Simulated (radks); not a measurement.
Coulomb parameter of the 4f shell of neutral ytterbium in the model configuration [Xe] 4f13 6s2 6p1, as a second difference U = [E(n + 0.25) + E(n - 0.25) - 2 E(n)] / (0.25)^2 with all orbitals relaxed. "Bare": the charge of the atom changes with n. "Screened": the 6p shell takes up the change at fixed total charge, which measures U(4f,4f) + U(6p,6p) - 2 U(4f,6p). Calculated with a radial shooting solver on a logarithmic mesh with Libxc functionals: Dirac Kohn-Sham, BLYP, spin-unpolarised, spherical densities, point nucleus; open shells are shared between the two j in proportion to 2j + 1.

case	configuration	E - E(n) (eV)
start	[Xe] 4f13 6s2 6p1	0.000
bare +0.25	[Xe] 4f13.25 6s2 6p1	-2.643
bare -0.25	[Xe] 4f12.75 6s2 6p1	3.607
screened +0.25	[Xe] 4f13.25 6s2 6p0.75	-2.315
screened -0.25	[Xe] 4f12.75 6s2 6p1.25	2.913

U(bare) = 15.420 eV, U(screened by 6p) = 9.573 eV, against the Slater integral F0(4f,4f) = 34.282 eV with frozen orbitals. The step up makes a negative ion, whose loosely bound charge lowers the bare value.
